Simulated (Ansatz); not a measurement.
`C[Se][SnH2][Cl]` + H₂ → `C[Se][SnH3]` + HCl at 600 K and 1 bar (hydrogenolysis of the Sn–Cl bond).

Calculated with Ansatz (gas phase, PBE0-D4/def2-TZVP geometries, no zero-point term in ΔE). CCSD(T)/CBS is the MP2 limit (def2-TZVPP, def2-QZVPP) plus CCSD(T) − MP2 in def2-TZVPP, frozen cores. This one scheme is used for every species. Elements past krypton have def2 core potentials. For Se, Sn outer-core shells are correlated without core-valence functions, which leaves a few kJ/mol of doubt a bond. Scalar relativity is left out up to krypton. Each species was taken in one conformer, which may not be the lowest.

```json
{"species": "`C[Se][SnH2][Cl]`", "CCSD(T)/CBS energy (Eh)": "-3115.63330", "H − E (kJ/mol)": "200.5", "S (J/(mol·K))": "475.6"}
{"species": "H₂", "CCSD(T)/CBS energy (Eh)": "-1.17544", "H − E (kJ/mol)": "43.9", "S (J/(mol·K))": "150.8"}
{"species": "`C[Se][SnH3]`", "CCSD(T)/CBS energy (Eh)": "-2656.39593", "H − E (kJ/mol)": "208.1", "S (J/(mol·K))": "437.0"}
{"species": "HCl", "CCSD(T)/CBS energy (Eh)": "-460.38127", "H − E (kJ/mol)": "35.4", "S (J/(mol·K))": "207.2"}
```

H − E and S are ideal-gas, rigid-rotor, harmonic terms from PBE0-D4/def2-TZVP, for one conformer and one mirror image of each species. The MP2-based limit puts H₂ 0.8 mEh under its directly extrapolated value; such offsets cancel only in part. 1 Eh = 2625.50 kJ/mol, R = 8.31446 J/(mol·K).

Q: By hand: ΔE, ΔH, ΔS and ΔG.

A: ΔE = (-2656.39593) + (-460.38127) − (-3115.63330) − (-1.17544) = 0.03154 Eh = 82.8 kJ/mol. Δ(H − E) = 208.1 + 35.4 − 200.5 − 43.9 = -0.9, so ΔH = 81.9 kJ/mol. ΔS = 437.0 + 207.2 − 475.6 − 150.8 = 17.8 J/(mol·K). ΔG = 81.9 − 600 × (17.8)/1000 = 71.2 kJ/mol.

Q: By hand: the equilibrium constant, and the temperature at which ΔG would vanish if ΔH and ΔS stayed fixed.

A: log₁₀ K = −ΔG/(RT ln 10) = -6.2. ΔG = 0 at ΔH/ΔS = 4601 K, far beyond where these terms or the molecules hold.

ΔH outweighs TΔS. A doubt of 5 kJ/mol in ΔE shifts log₁₀ K by 0.4 here. Other conformers and mirror images would add mixing entropy, several J/(mol·K) or more a flexible species. Modes under 60 cm⁻¹, often nearly free rotors, make the harmonic entropy too high. These are equilibria of isolated gas molecules and say nothing of rates. Largest T1 diagnostic: 0.011 (customary marks: 0.02 for closed shells, 0.045 for open ones).
